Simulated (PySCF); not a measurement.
**Computed structure and properties of Yb(OH)2**

System: Yb(OH)2 (singlet); start: template (C2). Method: PySCF 2.14.0, RKS PBE0, Yb def2-SVP with ECP28, O def2-SVP, H def2-SVP; non-relativistic Hamiltonian with scalar-relativistic core potentials where named; density fitting; no spin-orbit coupling.

Input of the relaxation:

```python
mol = gto.M(atom='''
Yb     0.00000    -0.00000    -0.15091
O      2.05430    -0.00000     0.76839
H      3.01390    -0.09060     0.82749
O     -2.05430     0.00000     0.76839
H     -3.01390     0.09060     0.82749''',
    basis={'Yb': 'def2-SVP', 'O': 'def2-SVP', 'H': 'def2-SVP'},
    ecp={'Yb': 'def2-SVP'},
    charge=0, spin=0)
mf = dft.RKS(mol, xc='PBE0')
mf.grids.atom_grid = (50, 194)  # f atoms: unpruned, at least (60, 302)
mf = mf.density_fit()  # fitting sets: Yb def2-universal-JKFIT, O def2-universal-JKFIT, H def2-universal-JKFIT
mf.conv_tol = 1e-08; mf.max_cycle = 55
mf.kernel(dm0)  # dm0: converged density of the start geometry
# quasi-Newton relaxation in Cartesian coordinates to a largest gradient under 0.00045 Eh/bohr, steps kept in the point group
```

Run from Python with OMP_NUM_THREADS=2; the lines above give its settings. Where DIIS fails, smearing, a level shift and second-order steps follow.
It took 4.9 min on 2 threads of Intel(R) Xeon(R) Processor @ 2.50GHz (Skylake/Cascade Lake), with other jobs on the host, from the converged density of the start.

Course of the relaxation:

| step | energy above end (eV) | largest force component within the symmetry (eV/Å) |
| --- | --- | --- |
| 0 | 0.7377 | 2.172 |
| 1 | 0.3540 | 1.390 |
| 2 | 0.1599 | 0.823 |
| 3 | 0.1276 | 0.244 |
| 4 | 0.1085 | 0.355 |
| 5 | 0.0694 | 0.974 |
| 6 | 0.0438 | 0.307 |
| 7 | 0.0300 | 0.401 |
| 8 | 0.0220 | 0.132 |
| 9 | 0.0199 | 0.469 |
| 10 | 0.0119 | 0.067 |
| 11 | 0.0072 | 0.128 |
| 12 | 0.0018 | 0.198 |
| 13 | 0.0003 | 0.065 |
| 14 | 0.0000 | 0.005 |

Relaxed geometry (C2v):

```xyz
5

Yb    0.0000    0.0000   -0.3583
O     1.8324   -0.0383    0.5290
H     2.5409   -0.0521    1.1706
O    -1.8324    0.0383    0.5290
H    -2.5409    0.0521    1.1706
```

| contact | Å |
| --- | --- |
| Yb1–O2 (OH) | 2.036 |
| Yb1–O4 (OH) | 2.036 |

On the finer grid (75, 302):

* HOMO: -4.02 eV
* LUMO: -1.26 eV
* Dipole about the centre of mass: 3.03 D
* Set of Mulliken populations of Yb1 outside the core potential: s 4.19, p 12.29, d 10.64, f 13.96
* D3(BJ) dispersion energy (not in the energies): -0.050 eV

| atom | Mulliken (e) | Löwdin (e) | spin (e) |
| --- | --- | --- | --- |
| Yb1 | 0.91 | 0.43 | 0.00 |
| O2 | -0.60 | -0.26 | 0.00 |
| H3 | 0.14 | 0.05 | 0.00 |
| O4 | -0.60 | -0.26 | 0.00 |
| H5 | 0.14 | 0.05 | 0.00 |

A rough frequency check found all modes real, so this is a minimum.

Taking off one OH (charge -1, singlet; the rest: singlet) in vacuum, both parts rigid, costs 9.99 eV; the small basis without counterpoise inflates it. Most of it is the attraction of opposite charges; other ways to part are cheaper, and one spin state was tried for the rest.

Rigid scan of OH along the line from its metal:

distance to O2 (Å), energy (eV) and a bar:
```
     1.74      1.286 ##########
     1.84      0.487 ####
     1.94      0.104 #
     2.04      0.000 
     2.14      0.078 #
     2.24      0.270 ##
     2.44      0.835 ######
     2.74      1.809 ##############
     3.14      2.990 ######################
     3.64      3.989 ##############################
```

One start shape was tried, so this needn't be the lowest isomer.
